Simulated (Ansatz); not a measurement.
CH6AlNOS can be A, `C[O][Al]([NH2])[SH]`, or B, `N[CH2][Al]([OH])[SH]`.

Computed with Ansatz on PBE0-D4/def2-TZVP structures; ΔE is electronic, products minus reactants. CBS: MP2 limit from def2 TZ/QZ plus the TZ coupled-cluster correction, frozen cores. Functionals use def2-TZVPP. B3LYP here is the variant with VWN-RPA as its local correlation; programs differ in this. One conformer a species, not always the lowest.

Q: Which is lower in electronic energy at CCSD(T)/CBS, and by how much? (Best estimate.)

A: The calculation gave: A, by 21.6 kcal/mol.

Q: Give E(B) − E(A) in kcal/mol with B3LYP, r2SCAN-D4, PBE0-D4, CCSD(T)/def2-SVP, BLYP-D4, CCSD/def2-TZVPP, B3LYP-D4. (Best estimate.)

A: Computed: B3LYP 22.4, r2SCAN-D4 21.6, PBE0-D4 20.0, CCSD(T)/def2-SVP 23.1, BLYP-D4 21.0, CCSD/def2-TZVPP 22.7, B3LYP-D4 22.3. None reverses the order clearly.

Q: Does the order hold for the free energy at 298.15 K (harmonic terms from PBE0-D4)? (An estimate is asked.)

A: Ansatz gave: Yes: G(B) − G(A) = +22.7 kcal/mol, for one conformer each. Modes under 60 cm⁻¹, often nearly free rotors, make the harmonic entropy too high.

Largest T1 diagnostic: 0.012.

Leaving LDA and LC-ωPBE aside and taking each functional with its dispersion term where it has one, the values, not all of them listed here, spread over 6.0 kcal/mol, from revPBE-D4 to BHLYP-D4. From BLYP to BHLYP (50 % exact exchange), in def2-TZVPP and without D4, E(B) − E(A) moves by +3.2 kcal/mol.
